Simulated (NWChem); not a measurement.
A series in which one site is exchanged, each optimised at PBE0/def2-SVP with NWChem, gas phase unless a solvent is named. All stand in one matching conformer (torsions within 35°), which need not be the lowest. 

A: [OH][Al]([Cl])[OH] (AlH$_{2}$O$_{2}$Cl; site = Al)
B: OB(O)Cl (BH₂O₂Cl; site = B)
C: [OH][Ga]([Cl])[OH] (GaH$_{2}$O$_{2}$Cl; site = Ga)

Values for A:

| Property | Result |
|---|---|
| dipole (D), PBE0/def2-SVP | 2.03 |
| orbital gap (eV), PBE0/def2-SVP | 8.50 |
| static polarisability, CAM-B3LYP/def2-SVPD (bohr³) | 43.8 |
| lowest singlet excitation, CAM-B3LYP/def2-SVPD, TDA (eV) | 7.16 |

Task: How do these values change for the other members?

Result: 
```
change from A                                                 B      C
--------------------------------------------------------  -----  -----
dipole (D), PBE0/def2-SVP                                 +0.09  -0.26
orbital gap (eV), PBE0/def2-SVP                           +1.79  -0.55
static polarisability, CAM-B3LYP/def2-SVPD (bohr³)         -7.4   +3.8
lowest singlet excitation, CAM-B3LYP/def2-SVPD, TDA (eV)  +0.91  -0.66
```
